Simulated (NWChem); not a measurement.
# SiHOBr, singlet; SMILES Br[Si]O

```xyz
4

Si     0.6718     1.1509     0.0000
Br    -0.0656    -0.9853     0.0000
O     -0.7971     1.9342     0.0000
H     -0.7336     2.8978     0.0000
```
Atoms are numbered in this order, from 1.

All runs: NWChem. Low-valent species are run as closed-shell singlets; no triplet was tried in these runs. Structure relaxed at the PBE0/def2-SVP level. Ions are spin-unrestricted doublets at the neutral geometry; other ion states weren't tried.

**Question.** Predict the results for B3LYP/def2-SVP. Quantities: vertical ionisation energy, ΔSCF (eV); −ε(HOMO) (eV).

**Answer.** 
```json
{
  "vertical ionisation energy, ΔSCF (eV)": "9.45",
  "−ε(HOMO) (eV)": "6.94"
}
```
